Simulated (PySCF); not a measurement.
Cards and structures have been mixed up. Pair them.

Structures:
1. `[AlH]([CH2]C)[CH]1CC1`
2. `[SiH3][SiH2]N([SiH3])[SiH3]`
3. `CC(=O)[SiH2]F`
4. `C=[P@]1(P)CC=C(C)C1`
5. `CSC/P=C(\C)F`

Card P (geometry PBE0-D3(BJ)/def2-SVP):
- Rotational constants A, B, C: 10.085, 1.070, 1.059 GHz
- Static isotropic polarisability (CAM-B3LYP/def2-SVPD): 86.2 au
- 13C chemical shifts (computed TMS as zero) by class (GIAO PBE0/pcSseg-1): 10.5 (1 C), 7.1 (1 C), 1.6 (2 C), -4.5 (1 C) ppm
- Dipole moment (CAM-B3LYP/def2-SVPD): 0.85 D
- Isotropic shieldings of nuclei other than C and H, by class (GIAO PBE0/pcSseg-1): 264 (1 Al) ppm
- Lowest singlet excitation (TDDFT CAM-B3LYP/def2-SVPD): 5.12 eV (242 nm, f = 0.000)

Card Q (geometry PBE0-D3(BJ)/def2-SVP):
* Rotational constants A, B, C: 3.001, 1.005, 0.915 GHz
* Static isotropic polarisability (CAM-B3LYP/def2-SVPD): 98.3 au
* Isotropic shieldings of nuclei other than C and H, by class (GIAO KT2/pcSseg-1): 160 (1 F), 192 (1 P), 516 (1 S) ppm
* Strongest line among the 10 lowest singlet transitions (TDDFT CAM-B3LYP/def2-SVPD): S2 at 5.01 eV (248 nm, f = 0.200)
* Dipole moment (CAM-B3LYP/def2-SVPD): 1.24 D

Card R (geometry PBE0-D3(BJ)/def2-SVP):
- Rotational constants A, B, C: 2.486, 0.891, 0.855 GHz
- Static isotropic polarisability (CAM-B3LYP/def2-SVPD): 125.5 au
- Vertical ionisation energy (ΔSCF CAM-B3LYP/def2-SVPD): 6.73 eV
- Lowest singlet excitation (TDDFT CAM-B3LYP/def2-SVPD): 4.06 eV (305 nm, f = 0.026)
- HOMO energy (CAM-B3LYP/def2-SVPD): -6.26 eV
- Isotropic shieldings of nuclei other than C and H, by class (GIAO PBE0/pcSseg-1): 332 (1 P), 476 (1 P) ppm
- Lowest triplet excitation (Tamm–Dancoff) (TDA CAM-B3LYP/def2-SVPD): 3.74 eV

Card S (geometry PBE0-D3(BJ)/def2-SVP):
- Rotational constants A, B, C: 2.357, 1.133, 0.914 GHz
- Static isotropic polarisability (CAM-B3LYP/def2-SVPD): 118.0 au
- HOMO energy (CAM-B3LYP/def2-SVPD): -8.55 eV
- Point group: C1
- Strongest line among the 10 lowest singlet transitions (TDDFT CAM-B3LYP/def2-SVPD): S5 at 7.16 eV (173 nm, f = 0.118)

Card T (geometry PBE0-D3(BJ)/def2-SVP):
- Rotational constants A, B, C: 6.681, 2.728, 2.008 GHz
- Static isotropic polarisability (CAM-B3LYP/def2-SVPD): 53.9 au
- Lowest triplet excitation (Tamm–Dancoff) (TDA CAM-B3LYP/def2-SVPD): 2.93 eV
- HOMO energy (CAM-B3LYP/def2-SVPD): -8.73 eV
- Lowest singlet excitation (TDDFT CAM-B3LYP/def2-SVPD): 3.59 eV (345 nm, f = 0.001)

Species are written as SMILES; each is one conformer at its optimised geometry, gas phase, non-relativistic unless stated. Electronic properties by PySCF. NMR classes are plain means over equivalent atoms (diastereotopic ones count apart unless rotation or inversion swaps them), as if these changed places fast.

Q: Which card belongs to which structure?

A: P = 1, Q = 5, R = 4, S = 2, T = 3. What ties each card to its structure:
- 1 (card P), C5H11Al, monoisotopic mass 98.1 u, 6 heavy atoms: 5 C in 4 classes; the least shielded carbon (10.5 ppm) is a methyl carbon; an asymmetric top with C = 1.059 GHz; polarisability 86.2 au for 54 electrons; dipole 0.85 D.
- 2 (card S), H11NSi4, monoisotopic mass 137.0 u, 5 heavy atoms: an asymmetric top with C = 0.914 GHz; polarisability 118.0 au for 74 electrons.
- 3 (card T), C2H5FOSi, monoisotopic mass 92.0 u, 5 heavy atoms: an asymmetric top with C = 2.008 GHz, the highest such constant on the cards; polarisability 53.9 au for 48 electrons, the smallest shown.
- 4 (card R), C6H12P2, monoisotopic mass 146.0 u, 8 heavy atoms: an asymmetric top with C = 0.855 GHz, the lowest such constant on the cards; polarisability 125.5 au for 78 electrons, the largest shown.
- 5 (card Q), C4H8FPS, monoisotopic mass 138.0 u, 7 heavy atoms: an asymmetric top with C = 0.915 GHz; polarisability 98.3 au for 72 electrons; dipole 1.24 D.
